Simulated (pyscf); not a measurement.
Single points on ωB97X-D3(BJ)/def2-SVP structures (PySCF, gas phase).

How much does it cost (ΔH, 298 K, ωB97M-D3(BJ)/def2-TZVP) to split Br–SnH₂–SnH₃ (SMILES [Br][SnH2][SnH3]) at its Br–Sn bond into Br• + •H₂Sn–SnH₃?

Br–Sn to Br• + •H₂Sn–SnH₃: 3.39 eV. The 7 functionals that were run give +3.36 (M06-2X) to +3.76 eV (ωB97X-D3(BJ)). Other isomers of •H₂Sn–SnH₃ were not searched in full and may lie lower. Left out: the spin-orbit lowering of Br, which is large for Br, Se, Te and I. Elements up to Kr have no core potential and no relativistic terms here. Elements past Kr carry the def2 core potentials, without spin-orbit coupling.
